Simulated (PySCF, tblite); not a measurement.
Species: C7H12ClF.
SMILES with atom numbers: `[CH3:1][C:2]([CH3:3])=[CH:4][CH2:5][C@@H:6]([F:7])[CH2:8][Cl:9]` (hydrogens: H10, H11, H12 on C1; H13, H14, H15 on C3; H16 on C4; H17, H18 on C5; H19 on C6; H20, H21 on C8)

Structure used (GFN2-xTB), in Å, numbered top down from 1:
```
atom  x, y, z in Å
C1    -1.712   -1.254    0.219
C2    -1.550    0.237    0.225
C3    -2.812    0.986   -0.091
C4    -0.421    0.882    0.496
C5     0.909    0.269    0.818
C6     1.834    0.278   -0.401
F7     2.246    1.574   -0.658
C8     3.096   -0.557   -0.197
Cl9    2.684   -2.283   -0.192
H10   -2.245   -1.562   -0.679
H11   -0.763   -1.779    0.250
H12   -2.309   -1.563    1.078
H13   -2.669    2.059   -0.004
H14   -3.609    0.682    0.586
H15   -3.138    0.760   -1.106
H16   -0.413    1.963    0.455
H17    1.394    0.844    1.610
H18    0.803   -0.761    1.155
H19    1.299   -0.052   -1.301
H20    3.568   -0.321    0.758
H21    3.800   -0.385   -1.012
```

Computed with PBE0/pcSseg-1 in PySCF (dipole) on a GFN2-xTB geometry, gas phase.

Masses are those of the commonest isotopes; rigid-rotor values at the optimised geometry. The values belong to one conformer with, in the numbering `[CH3:1][C:2]([CH3:3])=[CH:4][CH2:5][C@@H:6]([F:7])[CH2:8][Cl:9]`, C2–C4–C5–C6 101°, C4–C5–C6–F7 71°, C5–C6–C8–Cl9 71°.

Q: Give the principal moments of inertia and the rotational constants in MHz.

A: Ia = 261.80, Ib = 729.17, Ic = 934.08 u·Å²; 505379 MHz·u·Å²/I gives A = 1930, B = 693.1, C = 541.0 MHz.

Q: What kind of rotor is it?

A: An asymmetric top; Ray's κ = -0.781.

Q: What does the inertial defect say?

A: Not planar: Δ = Ic − Ia − Ib = -56.88 u·Å². For a rigid frame Δ = −2 Σ m c², so Σ m c² = 28.44 u·Å² lies off the ab plane: 11.46 from hydrogen and 16.98 from heavier atoms. The atom farthest from that plane is 1.76 Å away.

Q: Where do the levels up to J = 5 lie, in MHz?

A: Above 0(0,0):
J = 1: 1(0,1) 1234, 1(1,1) 2471, 1(1,0) 2623
J = 2: 2(0,2) 3689, 2(1,2) 4788, 2(1,1) 5244, 2(2,1) 8956, 2(2,0) 8969
J = 3: 3(0,3) 7340, 3(1,3) 8254, 3(1,2) 9166, 3(2,2) 12658, 3(2,1) 12723, 3(3,1) 19233, 3(3,0) 19233
J = 4: 4(0,4) 12150, 4(1,4) 12862, 4(1,3) 14378, 4(2,3) 17584, 4(2,2) 17776, 4(3,2) 24194, 4(3,1) 24199, 4(4,1) 33365, 4(4,0) 33365
J = 5: 5(0,5) 18083, 5(1,5) 18602, 5(1,4) 20863, 5(2,4) 23726, 5(2,3) 24155, 5(3,3) 30402, 5(3,2) 30422, 5(4,2) 39565, 5(4,1) 39565, 5(5,1) 51358, 5(5,0) 51358
Those of J = 1 are B + C, A + C and A + B.

Q: Which types of transition are allowed, and where do some lines up to J = 3 fall?

A: The dipole components are |μa| = 0.61 D, |μb| = 0.29 D, |μc| = 0.27 D. Intensities carry the squares of the components, which stand as 1.00 : 0.22 : 0.19 (a : b : c). Some lines, for components of 0.1 D or more:

```tsv
type	branch	J(Ka,Kc)	MHz	lower level (cm⁻¹)
a	Q	2(1,1) ← 2(1,2)	456	0.160
c	Q	2(1,2) ← 2(0,2)	1098	0.123
b	R	2(0,2) ← 1(1,1)	1218	0.082
c	Q	1(1,1) ← 1(0,1)	1237	0.041
b	Q	3(1,2) ← 3(0,3)	1826	0.245
a	R	2(1,2) ← 1(1,1)	2316	0.082
b	R	1(1,1) ← 0(0,0)	2471	0.000
b	R	3(0,3) ← 2(1,2)	2552	0.160
c	R	1(1,0) ← 0(0,0)	2623	0.000
b	Q	3(2,1) ← 3(1,2)	3558	0.306
a	R	3(2,2) ← 2(2,1)	3702	0.299
a	R	3(2,1) ← 2(2,0)	3754	0.299
b	Q	3(2,2) ← 3(1,3)	4404	0.275
b	R	3(1,3) ← 2(0,2)	4565	0.123
c	R	2(2,0) ← 1(1,0)	6345	0.088
c	Q	3(3,1) ← 3(2,1)	6509	0.424
b	Q	3(3,1) ← 3(2,2)	6575	0.422
b	R	3(2,2) ← 2(1,1)	7414	0.175
c	R	3(2,2) ← 2(1,2)	7870	0.160
b	R	3(3,1) ← 2(2,0)	10264	0.299
c	R	3(3,1) ← 2(2,1)	10277	0.299
```

Q: Estimate the classical rotational partition function at 10 K, 298.15 K and 500 K.

A: Point group C1, symmetry number σ = 1; q = (√π/σ)·√((kT/h)³/(ABC)), k/h = 20836.6 MHz/K: 6270 at 10 K, 1020000 at 298.15 K, 2220000 at 500 K.

Its lowest GFN2-xTB frequency is 14i cm⁻¹, too small to tell a flat minimum from a shallow saddle. Constants of a rigid frame at the computed geometry: no zero-point averaging, no centrifugal distortion. A rigid rotor knows nothing of internal rotation, which can split or shift real lines. Quadrupole hyperfine structure (35Cl) is left out.

Hardware: one thread, Arm Neoverse V2 (aarch64), shared host with 32 logical CPUs at a one-minute load of 17. Cost: 45 s of wall time, 0.98 GiB resident at most. This is the PBE0/pcSseg-1 job that gave the dipole, with the shieldings it also computed.
